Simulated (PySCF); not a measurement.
# $^{33}$S chemical shifts

Relativity neglected, gas phase, equivalent nuclei averaged, one conformer. Shieldings: GIAO PBE0/pcSseg-1; structure optimised with GFN2-xTB; PySCF 2.14.

Shieldings were converted by a linear fit to measured shifts: $^{33}$S (scatter 33.3 ppm rms vs sulfate, solution or neat liquid). Occasional misses reach two or three times the rms, and more in compound classes unlike the fitted ones.

(1) Give the $^{33}$S shifts of `Cc1pccs1`, `CS(=O)(=O)c1ccc(Cl)cc1`.

(2) Order these by $^{33}$S shift, lowest first.
A. C#CP1(=S)CC1
B. Pc1ccsc1
C. C=C(C)[Si@H]1OC=CS1
D. Cc1ccccc1S(=O)(=O)Cl

Answers

(1) 
```json
{"compound": "Cc1pccs1", "environment": "aromatic ring sulfur", "δ (ppm)": "-1"}
{"compound": "CS(=O)(=O)c1ccc(Cl)cc1", "environment": "sulfone sulfur", "δ (ppm)": "-43"}
```

(2) A (-603 ppm, sulfur bonded to P), C (-414 ppm, sulfur bonded to C, Si, in a 5-membered ring), B (-86 ppm, aromatic ring sulfur), D (-5 ppm, sulfonyl sulfur).
